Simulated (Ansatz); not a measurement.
Geometry optimisation, RKS B3LYP/def2-SVP in Ansatz.

Input:

```yaml
crystal:
  periodic: [false, false, false]
  atoms:
    - { symbol: C, position_ang: [-1.1361, 0.8509, -0.3339] }
    - { symbol: Si, position_ang: [0.3369, 0.0978, 0.2825] }
    - { symbol: "N", position_ang: [0.9523, -1.0259, -0.8206] }
    - { symbol: S, position_ang: [0.0245, -1.0055, 2.0425] }
    - { symbol: I, position_ang: [2.0872, 1.7324, 0.6804] }
    - { symbol: H, position_ang: [-1.0009, 1.4589, -1.2775] }
    - { symbol: H, position_ang: [-1.5693, 1.6121, 0.379] }
    - { symbol: H, position_ang: [-1.9285, 0.1759, -0.5609] }
    - { symbol: H, position_ang: [0.48423, -0.88435, -1.69286] }
    - { symbol: H, position_ang: [0.59016, -1.97305, -0.50491] }
    - { symbol: H, position_ang: [-0.8699, -1.9145, 1.4921] }
basis:
  gaussian: { orbitals: def2-SVP }
hamiltonian:
  xc: b3lyp
relax:
  f_tol: 0.015
  max_steps: 40
output:
  orbitals: {}
```

Run as:

```bash
$ ansatz run input.yaml --threads 2 --pin off --max-ram 3072MiB --backend cpu --events-out ev --progress --plain --runs-dir out
```

Q: Where does it end, and by what steps?

A: It converged. After 12 steps the energy has fallen by 0.798 eV; H10 moved furthest, 0.76 Å.

```json
{"step": "0", "energy less start (eV)": "0.0000", "largest force component (eV/Å)": "3.699", "accepted": "yes"}
{"step": "1", "energy less start (eV)": "-0.4550", "largest force component (eV/Å)": "1.298", "accepted": "yes"}
{"step": "2", "energy less start (eV)": "-0.5704", "largest force component (eV/Å)": "0.728", "accepted": "yes"}
{"step": "3", "energy less start (eV)": "-0.6566", "largest force component (eV/Å)": "0.443", "accepted": "yes"}
{"step": "4", "energy less start (eV)": "-0.7227", "largest force component (eV/Å)": "0.338", "accepted": "yes"}
{"step": "5", "energy less start (eV)": "-0.7817", "largest force component (eV/Å)": "0.539", "accepted": "yes"}
{"step": "6", "energy less start (eV)": "-0.7821", "largest force component (eV/Å)": "0.223", "accepted": "yes"}
{"step": "7", "energy less start (eV)": "-0.7925", "largest force component (eV/Å)": "0.135", "accepted": "yes"}
{"step": "8", "energy less start (eV)": "-0.7941", "largest force component (eV/Å)": "0.233", "accepted": "yes"}
{"step": "9", "energy less start (eV)": "-0.7918", "largest force component (eV/Å)": "0.148", "accepted": "no"}
{"step": "10", "energy less start (eV)": "-0.7970", "largest force component (eV/Å)": "0.095", "accepted": "yes"}
{"step": "11", "energy less start (eV)": "-0.7977", "largest force component (eV/Å)": "0.027", "accepted": "yes"}
{"step": "12", "energy less start (eV)": "-0.7978", "largest force component (eV/Å)": "0.013", "accepted": "yes"}
```

```xyz
11
Properties=species:S:1:pos:R:3
C -1.239 0.975 -0.337
Si 0.227 -0.019 0.271
N 0.599 -1.230 -0.897
S -0.053 -0.981 2.181
I 2.085 1.613 0.731
H -1.004 1.475 -1.291
H -1.510 1.749 0.397
H -2.106 0.312 -0.491
H 0.602 -0.988 -1.885
H 1.325 -1.912 -0.691
H -0.957 -1.870 1.698
```

Run time: 74 s on 2 threads of Arm Neoverse V1 (shared host), peak memory 0.33 GiB.
